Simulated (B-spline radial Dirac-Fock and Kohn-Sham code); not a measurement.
## Ho 4f7/2: cross section and angular parameters

System: atomic holmium in the configuration 1s2 2s2 2p6 3s2 3p6 3d10 4s2 4p6 4d10 4f11 5s2 5p6 6s2; threshold 8.95 eV (orbital energy of the model). The computed values come from a radial B-spline solver: Dirac-Hartree-Slater photoionisation with a Latter tail; cross sections with all multipoles, angular parameters from the dipole term and its interference with E2.

For linearly polarised light dσ/dΩ = σ/(4π) [1 + β P₂(cos θ) + (δ + γ cos²θ) sin θ cos φ], with θ from the polarisation vector and φ the angle between the beam and the projection of the electron momentum on the plane normal to the polarisation.

```tsv
hν (eV)	σ (kb)	β	γ	δ
52.5	3070	0.594	0.007	0.009
60	3420	0.511	0.006	0.010
65.3	3620	0.468	0.006	0.011
148	3670	0.381	0.008	0.019
165	3420	0.406	0.009	0.020
176	3260	0.424	0.010	0.021
628	336	0.945	0.087	0.050
699	251	0.978	0.108	0.055
800	170	1.012	0.142	0.061
1020	81.4	1.052	0.223	0.075
1253.6	41.9	1.064	0.310	0.089
1320	35.3	1.064	0.335	0.092
1330	34.4	1.064	0.338	0.093
1486.9	?	?	?	?
1490	23.4	1.059	0.395	0.102
2000	8.32	1.021	0.558	0.130
2350	4.61	0.987	0.653	0.149
2480	3.77	0.974	0.685	0.156
3370	1.17	0.891	0.868	0.204
4000	0.592	0.840	0.969	0.238
5400	0.174	0.749	1.145	0.310
5414.7	0.172	0.748	1.147	0.311
5610	0.148	0.738	1.168	0.321
6230	0.0952	0.706	1.227	0.351
6290	0.0914	0.703	1.233	0.354
7440	0.0444	0.654	1.323	0.409
10400	0.0101	0.559	1.478	0.539
11200	0.00725	0.538	1.508	0.572
12000	0.00531	0.520	1.533	0.604
13300	0.00332	0.493	1.569	0.655
```

Task: Give the values at Al Kα (taken as 1486.9 eV).

Result: σ = 23.6 kb, β = 1.059, γ = 0.394, δ = 0.102.
